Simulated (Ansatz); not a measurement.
The cluster NbTe2⁺. The state is a quintet with charge 1. Geometry r2SCAN-D4/def2-TZVP; atoms count from 1.

```xyz
3

Nb   -0.995   -0.654   -1.095
Te    1.457    0.563   -0.334
Te   -0.461    0.090    1.429
```

In the def2 sets Nb, Te take a core potential; there is no spin–orbit coupling. At PBE0-D4/def2-TZVP a triplet of charge 1 lies 0.28 eV below the quintet, each at its own geometry. The structure comes from a short search, and lower isomers may exist.

Question: Estimate the Mulliken populations from the PBE0/def2-TZVP orbitals of Ansatz.

Answer: 
```csv
atom,charge (e),spin (α − β),d electrons
Nb1,0.76,3.24,3.67
Te2,0.15,0.62,–
Te3,0.09,0.14,–
```
Mulliken values and Mayer orders depend strongly on the basis.

Question: Where does the spin sit?

Answer: Summed by element: Nb 3.24, Te 0.76, of 4 unpaired in all. Largest on single atoms: Nb1 3.24, Te2 0.62, Te3 0.14.

Question: And the Mayer bond orders between bonded heavy atoms (over 0.3)?

Answer: Nb1–Te2 0.85 (2.84 Å); Nb1–Te3 1.20 (2.69 Å); Te2–Te3 1.44 (2.65 Å).
